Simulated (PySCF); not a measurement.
3-pyridine carbaldehyde, C₆H₅NO.
Z-matrix (Å and degrees, PBE0-D3(BJ)/def2-TZVP geometry), rows numbered from 1:
```
O 
C   1  1.2040
C   2  1.4724  1  124.39
C   3  1.3919  2  121.49  1    -0.28
C   4  1.3790  3  118.35  2   179.81
C   5  1.3921  4  118.46  3     0.03
N   6  1.3284  5  123.95  4     0.01
C   7  1.3269  6  117.02  5    -0.03
H   2  1.1103  1  120.91  3  -179.87
H   4  1.0841  3  119.24  2    -0.13
H   5  1.0830  4  121.43  3  -179.97
H   6  1.0866  5  120.05  4  -179.97
H   8  1.0884  3  119.77  2     0.13
```

Level: wB97X-D/pcSseg-2 in PySCF, non-relativistic, on one gas-phase PBE0-D3(BJ)/def2-TZVP geometry that isn't relaxed in the solvent. The solvent is an IEF-PCM continuum (cavity from Bondi-type radii × 1.2). Only the electrostatic response of the medium enters.

Gas phase at wB97X-D/pcSseg-2: HOMO -9.55 eV, LUMO -0.50 eV, dipole 1.70 D.

Task: What does the continuum do to the energy, the frontier levels and the dipole at wB97X-D/pcSseg-2 in chloroform?

Result: 
```tsv
solvent	ε	E(solvent) − E(gas) (kJ/mol)	polarisation term (kJ/mol)	distortion of the solute (kJ/mol)	HOMO (eV)	LUMO (eV)	dipole (D)
chloroform	4.711	-21.89	-24.88	2.99	-9.56	-0.40	1.99
```

The polarisation term is half the interaction of the solute with the surface charges that it induces; the rest is the cost of distorting the solute's density. The sum is the electrostatic part of solvation alone.

Task: Which radius a makes the point-dipole formula ΔE = −[(ε − 1)/(2ε + 1)]·μ²/a³ give the value in chloroform, with the gas-phase dipole?

Result: μ = 0.670 au and |ΔE| = 0.00834 Eh give a = 1.42 Å; the farthest nucleus lies 3.07 Å from the centroid of the nuclei, so such a sphere wouldn't even hold the nuclei. The formula assumes a rigid point dipole at the centre of a sphere.

Note: wB97X-D ran without an empirical dispersion term, which enters the total energy and its gradient alone.
